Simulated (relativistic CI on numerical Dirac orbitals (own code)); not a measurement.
Pt⁵⁺: N6,7 absorption edge

Computed with this model: Dirac-Coulomb-Breit CI, KLI orbitals optimised for each configuration, model QED (radiative potential, 1s self-energy scaled to tabulated hydrogen-like ionisation energies), valence Slater integrals scaled by 0.8, multiplet model of core-to-valence dipole absorption; configurations [Xe] 4f14 5d5 → [Xe] 4f13 5d6; 10 K; Lorentzian 0.3 eV and Gaussian 0.3 eV FWHM. Energies are those of the free ion, without screening or charge transfer. The branching ratio is the share of the lower-energy edge in the whole absorption, uncertain by about 0.02 where the edges overlap. S is read from ⟨S²⟩ = S(S + 1).

Field parameters in Wybourne normalisation: Td as Oh with Dq negative (B⁴₀ = 21Dq, B⁴₄ = √(5/14) B⁴₀). The field is a parameter set, without covalency.

free ion: ground-state S = 2.31, centroid 76.34 eV. Peaks (eV, height): 75.8 (100), 78.0 (47), 79.0 (9).

Td, 10Dq = -4450 cm⁻¹: ground-state S = 2.29, centroid 76.32 eV. Peaks (eV, height): 75.8 (100), 77.9 (47), 78.9 (12).

Strongest unbroadened transitions for Td, 10Dq = -4450 cm⁻¹:

```
Energy (eV)  Relative strength
      74.68               17.3
      74.69               29.1
      75.26               73.5
      75.29               65.1
      75.55               15.9
      75.67               14.7
      75.75               39.6
      75.80               30.8
      75.82              100.0
      75.86               54.0
      75.92               13.4
      75.98               20.9
      76.25               15.9
      77.67               15.6
      77.82               15.2
      77.88               35.8
      77.95               25.2
      77.99               16.4
```
